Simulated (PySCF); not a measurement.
BrClGaH.

```xyz
4

Ga    -0.6482    -0.5353     0.0000
H     -2.1778    -0.7769     0.0000
Cl     0.7427    -2.1707     0.0000
Br     0.2756     1.5506     0.0000
```
Charge 0, spin multiplicity 1.

Geometry: TPSSh-D3(BJ)/def2-SVP.

These are PySCF with HF/pcSseg-2 values and carry that method's errors. Non-relativistic, no solvent.

Computed absolute GIAO shielding of each atom: isotropic value and principal components (ppm):
```tsv
atom	σ(iso)	σ11	σ22	σ33	span
Ga1	1532.7	1406.3	1521.3	1670.4	264.1
H2	26.1	18.8	20.8	38.7	19.9
Cl3	933.5	772.8	1004.4	1023.2	250.4
Br4	2675.1	2343.7	2769.4	2912.1	568.3
```
